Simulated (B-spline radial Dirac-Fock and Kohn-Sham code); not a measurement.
# Electron momentum distribution of Se¹²⁺: Compton profiles

System: selenium as Se¹²⁺, configuration [Ar] 3d4.

Model: the impulse approximation on relativistic Hartree-Fock (Dirac-Fock) wave functions, averaged over the configuration. Program: a B-spline atomic structure program. pz is in atomic units of momentum; subshell profiles are per electron, for a selection of subshells; open shells are spread over both j values by their weights.

```
 pz    J total   J 1s1/2   J 3d3/2   J 3d5/2
  0      2.112    0.0249    0.0917    0.0920
0.3      2.103    0.0249    0.0917    0.0920
0.4      2.096    0.0249    0.0917    0.0920
0.5      2.087    0.0249    0.0917    0.0920
0.6      2.075    0.0249    0.0917    0.0920
0.8      2.047    0.0249    0.0917    0.0920
  1      2.011    0.0248    0.0916    0.0920
1.2      1.967    0.0248    0.0915    0.0919
1.4      1.915    0.0248    0.0914    0.0917
1.6      1.857    0.0247    0.0911    0.0914
1.8      1.792    0.0247    0.0906    0.0909
  2      1.722    0.0246    0.0898    0.0901
2.5      1.531    0.0245    0.0865    0.0868
  3      1.332    0.0243    0.0810    0.0812
  4     0.9708    0.0239    0.0644    0.0644
  5     0.7081    0.0233    0.0458    0.0457
  7     0.4215    0.0219    0.0192    0.0190
 10     0.2314    0.0193   0.00458   0.00450
 15    0.09588    0.0145  0.000482  0.000468
 20    0.04531    0.0101  6.94e-05  6.65e-05
 30    0.01372   0.00446  3.12e-06  2.91e-06
 40   0.005093   0.00191    < 1e-6    < 1e-6
 60  0.0009764  0.000403    < 1e-6    < 1e-6
100  8.798e-05  3.81e-05    < 1e-6    < 1e-6
```

J(0) = 2.112. The 3p3/2 subshell gives the largest part, 25 %.

Mean momentum ⟨p⟩ by subshell (a.u.): 1s1/2 29.5, 2s1/2 10.1, 2p1/2 13.6, 2p3/2 13.3, 3s1/2 4.79, 3p1/2 5.67, 3p3/2 5.59, 3d3/2 6.55, 3d5/2 6.52.

Values without a named source are computed, but for edge energies of neutral atoms, which are taken from tables.
